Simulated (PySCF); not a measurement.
Species: B2F2H5PSi.
Bonds: B1–P2, P2–Si3, Si3–B4, B4–F5, B4–F6. Hydrogens: H7, H8 on B1; H9 on P2; H10, H11 on Si3.

Method used: PBE0-D3(BJ)/def2-SVP geometry optimisation, gas phase (PySCF).

Problem. List the bond lengths, angles and torsions at this level.

Solution. 
```csv
bond,length (Å)
B1–P2,1.857
P2–Si3,2.252
Si3–B4,2.026
"B4–F5, B4–F6",1.319
"B1–H7, B1–H8",1.206
P2–H9,1.421
"Si3–H10, Si3–H11",1.492
```

Bonds in one row agree within 0.01 Å and their mean is given. A selection of angles:
```csv
angle,degrees
P2–B1–H7,120.2
P2–B1–H8,118.3
H7–B1–H8,121.1
B1–P2–Si3,105.3
B1–P2–H9,106.0
Si3–P2–H9,104.1
P2–Si3–B4,108.4
P2–Si3–H10,105.0
P2–Si3–H11,109.0
B4–Si3–H10,111.2
H10–Si3–H11,110.5
Si3–B4–F5,120.4
Si3–B4–F6,122.9
F5–B4–F6,116.5
```

Dihedral angles: B1–P2–Si3–B4 55° (synclinal); P2–Si3–B4–F5 -73° (synclinal). The mirror-image conformer, all signs reversed, is as good.

Si3 (SiH2 silicon) is distorted tetrahedral (angles from 105.0° to 112.5°). B4 (three-coordinate boron) is planar (angles 122.9°, 120.4° and 116.5°, sum 359.9°, 0.03 Å off the plane of its three neighbours). B1 (three-coordinate boron) is planar (angles 121.1°, 120.2° and 118.3°, sum 359.6°, 0.05 Å off the plane of its three neighbours). P2 (three-coordinate phosphorus) is pyramidal (angles 106.0°, 105.3° and 104.1°, sum 315.4°, 0.70 Å off the plane of its three neighbours).

Point group: C1 (no symmetry element, even within 0.4 Å). No PBE0-D3(BJ)/def2-SVP frequencies stand behind this structure, so it isn't proved a minimum. One conformer, not necessarily the lowest (H–B1–P2–Si3 -141° and 47°, B1–P2–Si3–B4 55°, P2–Si3–B4–F5 -73°).

The run took 3.8 min on Arm Neoverse N1, one thread (shared host), and the process peaked at 0.51 GiB of memory. These figures are those of the optimisation.
